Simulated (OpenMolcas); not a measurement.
## neutral erbium: effect of the basis set

* Program: OpenMolcas 26.06
* Method: SS-CASPT2, IPEA 0.25 Eh, imaginary shift 0.1 Eh (closed shells correlated: 5s 5p 6s)
* Active space: 12 electrons in 7 orbitals (4f)
* State averaging: 2S+1 = 3 even, 21 roots; 2S+1 = 1 even, 28 roots (27 in the spin-orbit step)
* Spin-orbit coupling: RASSI with atomic mean-field integrals over the reference wave functions, term energies averaged over their components

A. ANO-RCC-VDZP [7s6p4d2f1g], DKH2, point nucleus; CASPT2 step roughly 17 core-seconds
B. ANO-RCC-VTZP [8s7p5d3f2g1h], DKH2, point nucleus; CASPT2 step of the order of 30 core-seconds
C. ANO-RCC-VQZP [9s8p6d4f3g2h], DKH2, point nucleus; CASPT2 step roughly 2.3 core-minutes

Energies in cm-1 above 4f12 6s2 3H6, the measured ground level; measured values from NIST Handbook of Basic Atomic Spectroscopic Data.

| Level | A | B | C | Measured |
| --- | --- | --- | --- | --- |
| 4f12 6s2 3H6 | 0.0 | 0.0 | 0.0 | 0.0 |
| 4f12 6s2 3F4 [62 %] | 5370 | 4930 | 4950 | 5035 |
| 4f12 6s2 3H5 | 7050 | 7080 | 7080 | 6958 |
| 4f12 6s2 3H4 [61 %] | 11030 | 10890 | 10890 | 10751 |
| 4f12 6s2 3F3 | 12900 | 12450 | 12370 | 12378 |
| 4f12 6s2 3F2 | 14040 | 13410 | 13310 | 13098 |
| 4f12 6s2 1G4 [59 %] | 18760 | 18490 | 18590 |  |
| 4f12 6s2 1D2 [54 %] | 28060 | 26570 | 26360 |  |
| 4f12 6s2 1I6 | 35600 | 34030 | 33760 |  |
| 4f12 6s2 3P1 | 37170 | 35240 | 34990 |  |
| 4f12 6s2 3P2 [68 %] | 37930 | 36170 | 35920 |  |
| 4f12 6s2 3P0 | 38310 | 36380 | 36130 |  |

Deviations, from unrounded energies. A percentage is the sum of absolute deviations over the sum of measured energies, with the sign that they share, or ± where signs differ.

| Against measurement | Levels | A | B | C |
| --- | --- | --- | --- | --- |
| mean absolute deviation (cm-1) | 5 | 430 | 150 | 110 |
| fine structure of the ground term (%) | 2 | +2.1 | +1.5 | +1.5 |
| other terms of the ground configuration (%) | 3 | +5.9 | ±1.6 | ±1.0 |

C lies closest to measurement on these levels and A furthest from it. The largest miss of C in the table is 4f12 6s2 3F2, by +210 cm-1. The ranking rests on the paired levels alone, and a cruder setting can come out closer through cancelling errors.

The two smallest mean deviations differ by little beside CASPT2's spread within terms, so their order carries little weight.

Among A to C the level of the table that moves most is 4f12 6s2 3P1, by 2200 cm-1 (lowest in C, highest in A). Moves below CASPT2's spread within the term are not significant.

Term energies are means over components that CASPT2 splits; among the terms shown or strongly mixed into the levels shown the widest spread is 1600 cm-1 (4f12 6s2 1I, B). Some high roots are left out of the spin-orbit mixing, which shifts the levels that they would mix with. With the s shell closed, the reference lacks s² → p² mixing. The CASPT2 spread within a term exceeds the gap to the next term for 4f12 6s2 1I and 4f12 6s2 3P, so the order of their levels is uncertain. Measured partners are found by configuration, term and J. A level has none where our copy of the source lacks it or the pairing is in doubt (some pairs that miss far off the trend of their configuration count as doubtful), and it then counts in no deviation. Levels of configurations outside the active space are missing.

A share in square brackets marks a mixed level and gives the weight of the term that names it, the lowest over the columns.
